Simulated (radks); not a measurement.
Values are calculated unless marked as measured or tabulated.
All-electron atom: neutral oxygen in [He] 2s2 2p3 3d1 (not the ground configuration). Code: a radial shooting solver on a logarithmic mesh with Libxc functionals. Model: scalar-relativistic Kohn-Sham, PBEsol, spin-polarised, spherical densities, finite nucleus; open shells are filled with parallel spins first; Fermi nuclear charge, rms radius 2.6991 fm.

Unscreened Slater integrals over Kohn-Sham orbitals (cm^-1). They are taken over the spin-up orbitals. Empty in this configuration: 3s.

\begin{tabular}{lr}
integral & value \\ \hline
F0(3d,3d) & 20067 \\
F2(3d,3d) & 10748 \\
F4(3d,3d) & 7076.3 \\
F0(3d,2p) & 25842 \\
F2(3d,2p) & 993.33 \\
G1(3d,2p) & 209.70 \\
G3(3d,2p) & 115.34 \\
F0(3d,2s) & 25845 \\
G2(3d,2s) & 116.85 \\
F0(3d,1s) & 25856 \\
G2(3d,1s) & 0.30057 \\
F0(3d,3s) & 24834 \\
G2(3d,3s) & 5710.3 \\
F0(2p,2p) & 186500 \\
F2(2p,2p) & 84779 \\
F0(2p,2s) & 185220 \\
G1(2p,2s) & 112740 \\
F0(2p,1s) & 266040 \\
G1(2p,1s) & 30053 \\
F0(2p,3s) & 59584 \\
G1(2p,3s) & 3693.7 \\
F0(2s,2s) & 185400 \\
F0(2s,1s) & 262730 \\
G0(2s,1s) & 19950 \\
F0(2s,3s) & 59581 \\
G0(2s,3s) & 2809.0 \\
F0(1s,1s) & 1033200 \\
F0(1s,3s) & 64054 \\
G0(1s,3s) & 1249.5 \\
F0(3s,3s) & 44137 \\
\end{tabular}

Derived for the open shells (J is the average intra-shell exchange parameter used in DFT+U). 2p: J = F2/5 = 16960 cm^-1. 3d: Racah B = F2/49 - 5 F4/441 = 139.1 cm^-1, C = 35 F4/441 = 561.6 cm^-1, C/B = 4.04, F4/F2 = 0.658, J = (F2 + F4)/14 = 1273 cm^-1.
